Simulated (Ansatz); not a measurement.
System: AgI, charge 0, multiplicity 1. 
Geometry from a B3LYP-D3(BJ)/def2-TZVP (Ansatz, a first-principles code) optimisation:
```
Ag
I 1 2.5929
```
Charge 0, spin multiplicity 1.

Total electronic energies in hartree. Cores are frozen in the correlated levels unless marked. No spin-orbit coupling. Frozen are the shells of the preceding noble gas and the d and f shells that filled before the atom's block. In def2 rows, elements after Kr have scalar-relativistic effective core potentials. STO-3G rows are all-electron and non-relativistic. Basis-set limits of correlation are two-point, X^-3; Hartree-Fock from the larger set. The program attaches cautions to a run behind HF/STO-3G: other roots. The program attaches cautions to a run behind CCSD/STO-3G: other roots.

| level | program | energy (Eh) |
|---|---|---|
| HF/STO-3G | Ansatz | -11997.26819 |
| B3LYP/def2-TZVPD | Ansatz | -444.89565 |
| PBE0/def2-SVP | Ansatz | -444.70891 |
| PBE0/def2-TZVPD | Ansatz | -444.75440 |
| BHLYP-D3(BJ)/def2-TZVPD | Ansatz + dftd3 | -444.60797 |
| HSE06/def2-TZVPD | Ansatz | -444.75220 |
| CAM-B3LYP-D3(BJ)/def2-TZVPD | Ansatz + dftd3 | -444.71688 |
| CAM-B3LYP/def2-TZVPD | Ansatz | -444.71498 |
| LC-wPBE-D3(BJ)/def2-TZVPD | Ansatz + dftd3 | -444.80250 |
| wB97X-V/def2-TZVPD | Ansatz | -444.70342 |
| B2GP-PLYP-D3(BJ)/def2-TZVPD | Ansatz + dftd3 | -444.15041 |
| RI-MP2/def2-TZVPP | Ansatz | -443.36762 |
| RI-MP2/CBS(def2-TZVPPD,def2-QZVPPD) | Ansatz | -443.4684 |
| SCS-MP2/def2-TZVPPD | Ansatz | -443.32058 |
| SCS-MP2/def2-QZVPP | Ansatz | -443.37849 |
| SCS-MP2/def2-QZVPPD | Ansatz | -443.37868 |
| CCSD/STO-3G | Ansatz | -11997.34421 |
| CCSD/def2-SVP | Ansatz | -443.13255 |
| CCSD/def2-SVPD | Ansatz | -443.14387 |
| CCSD(T)/def2-SVP | Ansatz | -443.14078 |
| CCSD(T)/def2-SVPD | Ansatz | -443.15318 |
| CCSD(T)/def2-QZVPPD | Ansatz | -443.43201 |
| CCSD(T)/CBS(def2-TZVPPD,def2-QZVPPD) | Ansatz | -443.4725 |

Totals of different functionals don't rank their quality; only differences between species are comparable.
